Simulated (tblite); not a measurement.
A geometry optimisation, step by step.

Species: C2H11FGe3O.
Numbering: `[CH3:1][O:2][CH2:3][Ge:4]([F:5])([GeH3:6])[GeH3:7]` (hydrogens: H8, H9, H10 on C1; H11, H12 on C3; H13, H14, H15 on Ge6; H16, H17, H18 on Ge7)

Computed with GFN2-xTB (tblite), gas phase: L-BFGS steps from a force-field or distance-geometry start until the largest atomic force falls under 0.01 eV/Å. 6 of its 116 geometries are shown.

Step 0: E = -666.4151 eV, largest atomic force 1.919 eV/Å
```
atom  x, y, z in Å  |  force x, y, z in eV/Å
C1      2.991   -0.736   -0.172    0.279  -0.123   1.110
O2      1.606   -1.029   -0.127    1.200  -1.191  -0.667
C3      1.000    0.167    0.067    0.372   1.586   1.014
Ge4    -0.914    0.173    0.177   -1.245  -0.265  -0.752
F5     -1.351    0.376    1.885    0.063   0.017   0.362
Ge6    -1.709    2.135   -0.946    0.082   0.703   0.434
Ge7    -1.987   -1.808   -0.596   -0.264  -0.588   0.850
H8      3.235   -0.246    0.820    0.187  -0.487  -0.677
H9      3.605   -1.646   -0.286   -0.487   0.423  -0.132
H10     3.196    0.033   -0.933    0.096  -0.433  -0.117
H11     1.292    0.862   -0.742   -0.043   0.239   0.094
H12     1.392    0.587    1.030   -0.170   0.290  -0.381
H13    -3.241    2.270   -0.767    0.567   0.115  -0.346
H14    -1.252    2.172   -2.427   -0.356   0.113   0.479
H15    -1.079    3.393   -0.233   -0.397  -0.469  -0.540
H16    -1.471   -2.309   -1.939   -0.280   0.014   0.284
H17    -3.514   -1.491   -0.618    0.579  -0.317  -0.217
H18    -1.808   -2.896    0.530   -0.182   0.372  -0.796
```

Step 23: E = -667.0558 eV, largest atomic force 0.109 eV/Å
```
atom  x, y, z in Å  |  force x, y, z in eV/Å
C1      3.047   -0.800   -0.151    0.020  -0.024   0.013
O2      1.643   -0.879   -0.108   -0.001   0.033  -0.044
C3      1.059    0.375    0.130   -0.075   0.073   0.032
Ge4    -0.942    0.171    0.121   -0.097  -0.006  -0.016
F5     -1.305    0.329    1.892    0.001   0.014  -0.020
Ge6    -1.783    2.225   -0.905    0.025  -0.023   0.040
Ge7    -1.996   -1.932   -0.521    0.043  -0.021   0.036
H8      3.450   -0.417    0.794   -0.024  -0.017   0.011
H9      3.424   -1.804   -0.325   -0.014  -0.067  -0.010
H10     3.379   -0.140   -0.962   -0.022  -0.004  -0.013
H11     1.336    1.096   -0.657    0.049  -0.031   0.021
H12     1.381    0.791    1.094    0.018  -0.016  -0.010
H13    -3.259    2.489   -0.900   -0.040  -0.023  -0.028
H14    -1.371    2.267   -2.353   -0.045   0.013  -0.027
H15    -1.178    3.469   -0.322    0.032   0.038   0.028
H16    -1.528   -2.422   -1.858    0.025   0.001  -0.040
H17    -3.483   -1.728   -0.675    0.018   0.057  -0.032
H18    -1.884   -3.084    0.428    0.087   0.005   0.058
```

Step 46: E = -667.2059 eV, largest atomic force 0.223 eV/Å
```
atom  x, y, z in Å  |  force x, y, z in eV/Å
C1      2.738   -1.140   -0.215   -0.065  -0.012   0.020
O2      1.369   -0.803   -0.310    0.038  -0.042   0.056
C3      1.033    0.491    0.167    0.168  -0.049  -0.014
Ge4    -0.966    0.451    0.002   -0.029  -0.036   0.206
F5     -1.480    0.605    1.762    0.085   0.011  -0.196
Ge6    -1.971    2.439   -0.960   -0.037   0.085  -0.112
Ge7    -1.434   -1.851   -0.516    0.032  -0.039  -0.115
H8      3.109   -0.978    0.803   -0.004   0.097  -0.021
H9      2.845   -2.202   -0.446   -0.178   0.119  -0.062
H10     3.342   -0.560   -0.925   -0.074   0.036   0.099
H11     1.484    1.280   -0.447    0.107  -0.051  -0.078
H12     1.369    0.643    1.199   -0.005  -0.083  -0.001
H13    -3.463    2.493   -0.779    0.034   0.028  -0.039
H14    -1.719    2.593   -2.445   -0.043  -0.049   0.088
H15    -1.437    3.707   -0.358   -0.003   0.036   0.033
H16    -0.857   -2.460   -1.770   -0.027   0.160   0.096
H17    -2.935   -1.972   -0.662    0.030  -0.146  -0.002
H18    -1.035   -2.728    0.624   -0.029  -0.065   0.044
```

Step 69: E = -667.2691 eV, largest atomic force 0.037 eV/Å
```
atom  x, y, z in Å  |  force x, y, z in eV/Å
C1      2.639   -1.204   -0.210   -0.017   0.000  -0.004
O2      1.282   -0.842   -0.270   -0.006   0.011   0.000
C3      1.021    0.480    0.164    0.026  -0.026  -0.002
Ge4    -0.988    0.504    0.021   -0.010   0.009   0.011
F5     -1.401    0.743    1.773   -0.032   0.002   0.018
Ge6    -2.010    2.492   -0.974   -0.007   0.009   0.017
Ge7    -1.331   -1.842   -0.479   -0.013   0.016  -0.010
H8      3.025   -1.118    0.812   -0.010   0.001   0.008
H9      2.704   -2.240   -0.537    0.004   0.012  -0.012
H10     3.240   -0.567   -0.872    0.000  -0.019   0.005
H11     1.549    1.206   -0.466   -0.011   0.014  -0.020
H12     1.348    0.621    1.200    0.024   0.024   0.012
H13    -3.502    2.553   -0.800    0.012  -0.003  -0.006
H14    -1.780    2.619   -2.457    0.010  -0.026  -0.014
H15    -1.488    3.773   -0.386    0.008   0.007   0.008
H16    -0.659   -2.265   -1.749   -0.011  -0.007  -0.002
H17    -2.795   -2.183   -0.678    0.025  -0.010   0.004
H18    -0.862   -2.724    0.633    0.008  -0.014  -0.012
```

Step 92: E = -667.2746 eV, largest atomic force 0.026 eV/Å
```
atom  x, y, z in Å  |  force x, y, z in eV/Å
C1      2.619   -1.202   -0.204    0.009  -0.001   0.002
O2      1.263   -0.834   -0.245    0.003  -0.013  -0.001
C3      1.011    0.496    0.166   -0.017   0.017  -0.001
Ge4    -1.004    0.500    0.075    0.001  -0.001   0.005
F5     -1.427    0.732    1.827    0.002  -0.001   0.005
Ge6    -1.993    2.479   -0.960    0.026  -0.002   0.003
Ge7    -1.323   -1.839   -0.477   -0.004  -0.006   0.004
H8      3.010   -1.140    0.819   -0.001  -0.003  -0.007
H9      2.677   -2.230   -0.557   -0.001   0.005   0.012
H10     3.218   -0.554   -0.854   -0.002   0.000  -0.003
H11     1.494    1.209   -0.515    0.007   0.008   0.004
H12     1.388    0.679    1.178   -0.001  -0.014  -0.002
H13    -3.485    2.571   -0.826   -0.022   0.005  -0.006
H14    -1.721    2.539   -2.441   -0.005  -0.001  -0.004
H15    -1.457    3.769   -0.407    0.002   0.004  -0.001
H16    -0.677   -2.203   -1.779   -0.007  -0.001  -0.003
H17    -2.783   -2.198   -0.659    0.004  -0.005   0.003
H18    -0.817   -2.768    0.582    0.005   0.009  -0.011
```

Step 115: E = -667.2757 eV, largest atomic force 0.010 eV/Å
```
atom  x, y, z in Å  |  force x, y, z in eV/Å
C1      2.615   -1.197   -0.205   -0.001   0.002   0.000
O2      1.259   -0.830   -0.255   -0.003   0.001   0.003
C3      1.001    0.495    0.173    0.002   0.004   0.003
Ge4    -1.013    0.497    0.086    0.001  -0.003   0.004
F5     -1.428    0.725    1.841   -0.004   0.000   0.003
Ge6    -1.987    2.479   -0.961   -0.003  -0.006  -0.002
Ge7    -1.323   -1.841   -0.479   -0.002   0.001  -0.003
H8      3.004   -1.119    0.817   -0.001   0.000   0.000
H9      2.674   -2.231   -0.540   -0.001   0.002  -0.004
H10     3.215   -0.560   -0.865    0.002   0.001  -0.002
H11     1.486    1.219   -0.494    0.004  -0.004  -0.001
H12     1.377    0.661    1.189    0.000   0.001   0.003
H13    -3.480    2.594   -0.843    0.005  -0.003   0.001
H14    -1.704    2.511   -2.440   -0.002   0.008  -0.005
H15    -1.439    3.772   -0.424    0.005  -0.001  -0.002
H16    -0.717   -2.175   -1.808   -0.001   0.000   0.001
H17    -2.782   -2.221   -0.617   -0.003  -0.002   0.002
H18    -0.765   -2.776    0.547    0.003  -0.001   0.000
```

Task: Summarise the path.

Result: The energy falls by 83.03 kJ/mol from step 0 to step 115; nine tenths of that is first reached at step 45. It falls at every step. The largest force goes from 1.919 to 0.010 eV/Å. Among the bonds C3–Ge4 changes most, from 1.916 to 2.016 Å; the atoms move by 0.659 Å rms after alignment.

Task: Follow the three bonds and two angles with the largest change from start to end.

Result: 
```tsv
step	E above end (kJ/mol)	largest force (eV/Å)	C3–Ge4 (Å)	Ge7–H18 (Å)	Ge6–H15 (Å)	C3–Ge4–Ge7 (°)	O2–C3–Ge4 (°)
0	83.03	1.919	1.916	1.576	1.578	115.4	117.3
5	42.77	0.454	1.988	1.468	1.477	117.0	115.7
10	27.89	0.380	1.983	1.495	1.502	120.2	112.7
15	23.08	0.169	2.012	1.502	1.509	121.4	110.8
20	21.81	0.124	2.020	1.498	1.502	120.9	110.2
25	20.85	0.134	2.006	1.497	1.504	121.3	108.1
30	18.70	0.173	2.020	1.498	1.502	119.9	103.8
35	17.09	0.289	1.993	1.501	1.506	117.6	103.1
40	13.69	0.271	2.016	1.493	1.499	110.1	101.6
45	7.40	0.244	2.000	1.495	1.503	103.5	101.1
50	3.41	0.188	2.025	1.498	1.504	100.6	99.9
55	2.01	0.093	2.022	1.495	1.503	99.2	99.1
60	1.33	0.085	2.018	1.498	1.505	98.6	100.0
65	0.88	0.071	2.020	1.497	1.505	98.3	99.9
70	0.61	0.040	2.014	1.496	1.502	98.3	100.0
75	0.39	0.055	2.019	1.498	1.505	98.1	99.7
80	0.25	0.046	2.017	1.494	1.502	98.0	99.8
85	0.17	0.040	2.017	1.498	1.504	98.1	99.8
90	0.12	0.019	2.017	1.496	1.503	98.0	99.6
95	0.09	0.017	2.016	1.496	1.503	98.1	99.6
100	0.06	0.017	2.017	1.495	1.504	98.0	99.6
105	0.03	0.012	2.016	1.496	1.503	98.0	99.6
110	0.02	0.018	2.017	1.496	1.504	97.9	99.7
115	0.00	0.010	2.016	1.496	1.504	97.9	99.8
```

The cost below is that of the whole relaxation. On one thread of an Arm Neoverse V2, no GPU, on a shared host, this took 0.91 s of wall time.
